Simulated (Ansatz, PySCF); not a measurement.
The PySCF input:
```python
from pyscf import gto, scf, dft

mol = gto.Mole()
mol.atom = '''
    Ca    0.000000    0.000000    0.000000
'''
mol.basis = 'sto-3g'
mol.charge = 0
mol.spin = 0
mol.verbose = 4
mol.build()

mf = dft.RKS(mol)
mf.xc = 'revpbe'
mf.grids.atom_grid = (99, 590)
mf.grids.prune = None
mf.kernel()
```

Write the same job for Ansatz (an electronic-structure program).

Several could match; the one computed here: 
Ansatz 0.2 input:
```yaml
crystal:
  periodic: [false, false, false]
  atoms:
    - {symbol: Ca, position_ang: [0.00000000, 0.00000000, 0.00000000]}
basis:
  gaussian:
    orbitals: STO-3G
hamiltonian:
  xc: revpbe
accuracy: high
```

Both were run: PySCF gave -670.611305 Eh and Ansatz -670.611305 Eh, 0.000 mEh apart.
